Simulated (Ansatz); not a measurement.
Question: Name a neutral molecule of Al, C, Cl, N and H with size of the dipole moment (B3LYP/def2-TZVPP) between 5.25 and 5.55 D and HOMO energy (PBE0/def2-TZVPP) between -6.55 and -6.25 eV (Ansatz, PBE0-D4/def2-TZVP geometry).

Answer: `CC1=[N+](C)[Al-]([CH3])([Cl])[N]1C` (5.54 D, -6.51 eV). Other molecules can fit too; these were computed, each in one conformer that needn't be the lowest.

B3LYP here is the variant with VWN-RPA as its local correlation; programs differ in this.
